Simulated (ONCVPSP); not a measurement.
**phosphorus (P), ONCV: configuration errors across variants**

ONCVPSP 4.0.1 input, shortened (lines: element, Z, core and valence counts, functional; n l f; lmax; l rc ep ncon nbas qcut; lloc lpopt rc5 dvloc0; l nproj debl; icmod fcfact rcfact), PBE, scalar-relativistic:

```
  P 15.00    3    2        4      upf
    1    0    2.00
    2    0    2.00
    2    1    6.00
    3    0    2.00
    3    1    1.50
    2
    0    1.45    0.00    3    6    3.80
    1    1.35    0.00    4    9    4.90
    2    1.30    0.03    4    8    7.70
    4    5    0.95    3.00
    0    2    0.70
    1    2    3.00
    2    2    0.60
    1    0.15    0.00
```

In the s channel the program set the typed energies aside and used -1.047, 0.250 Ha.

All-electron excitation energies from the reference (eV): (1) 3s2 3p3 -18.045; (2) 3s2 3p2 -8.315; (3) 3s2 3p1 10.832; (4) 3s2 3p0 40.571.

Errors AE − PS in meV (a dash: test not solved or not reliable):

```tsv
change	(1)	(2)	(3)	(4)	bound ghosts	GHOST(+) flags above zero
base	+6.2	+1.5	+1.5	+27	none	s
s: qcut 2.4; p: qcut 3.2; d: qcut 5	+6.7	+1.6	+1.6	+29	none	s, d
s: qcut 2.9; p: qcut 3.8; d: qcut 5.9	+6.5	+1.6	+1.6	+28	none	s, d
s: qcut 3.2; p: qcut 4.1; d: qcut 6.4	+6.4	+1.6	+1.5	+28	none	s, d
s: qcut 4; p: qcut 5.2; d: qcut 8.1	+6.1	+1.5	+1.4	+26	none	s
s: qcut 4.3; p: qcut 5.5; d: qcut 8.6	+6.0	+1.5	+1.4	+26	none	none
s: qcut 4.8; p: qcut 6.2; d: qcut 9.8	+5.9	+1.4	+1.3	+25	none	none
s: qcut 5.1; p: qcut 6.6; d: qcut 10.4	+5.7	+1.4	+1.3	+24	none	none
s: qcut 5.5; p: qcut 7.2; d: qcut 11.2	+5.6	+1.4	+1.2	+23	none	s
```

Question: Give the same row for: s: qcut 3.5; p: qcut 4.5; d: qcut 7.1.

Answer: +6.3, +1.5, +1.5, +27; bound ghosts: none; GHOST(+) flags above zero: s, d.
